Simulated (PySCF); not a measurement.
Structure elucidation problem

Molecular formula: C$_{5}$H$_{11}$BO$_{3}$. Simulated spectra:

¹H NMR (400 MHz, computed): δ 3.60 (m, 1H), 3.50 (br s, 2H), 3.19 (s, 3H), 2.24 (m, 2H), 1.68 (m, 2H), 1.23 (m, 1H).

¹³C{¹H} NMR (computed): δ 76.1 (CH), 55.3 (CH3), 35.1 (CH2), 12.4 (CH).

Method: KT2/pcSseg-1 with gauge-including orbitals, geometry: PBE0-D3(BJ)/def2-SVP, in PySCF (equivalent nuclei averaged, no relativistic terms, a single conformation, in vacuum).

Scale: TMS for ¹H (σref 31.18) and ¹³C (σref 183.22) (reference shieldings calculated alike).

Task: What is the structure?

Result: 
4 carbon signals for 5 carbons: some carbons are equivalent by symmetry or fast rotation. Carbon types of the structure: 2 × CH, 2 × CH2, 1 × CH3, leaving 2 H on heteroatoms. δC 76.1: sp3 CH bonded to O; pulled downfield by the heteroatom. δC 55.3: methyl carbon bonded to O; deshielded by the electronegative neighbour. δC 35.1: sp3 CH2 in a ring; aliphatic region, no heteroatom directly attached. δH 3.60: hydrogen on an sp3 CH bonded to O; its carbon carries O, which withdraws density. δH 3.50: hydrogen on an oxygen bonded to B; exchangeable, gas-phase position. δH 3.19: hydrogen on a methyl carbon bonded to O; its carbon carries O, an electronegative neighbour. δH 2.24, 1.68: hydrogen on an sp3 CH2 in a ring.

The compound is SMILES CO[C@H]1C[C@@H](B(O)O)C1.

The shifts were computed for this structure.

The OH or NH signal is concentration- and solvent-dependent in practice; the value given is the gas-phase one. A carbon bonded to boron is broadened by the quadrupolar boron nucleus and is often missing from a measured spectrum. Shifts are as computed. Against solution values, carbons near 30 ppm lie about +2 ppm off and those near 130 ppm about -5 ppm. Of 1309 compounds with measured shifts, 239 miss one by over three times the rms of a fit or turn the order of signals round; such compounds aren't used in these exercises. No couplings were computed; multiplicities are counted from neighbouring protons, with m where these are inequivalent, close in shift, in a saturated or five-membered ring or joined by F or P, and br s for small geminal =CH2 splittings.
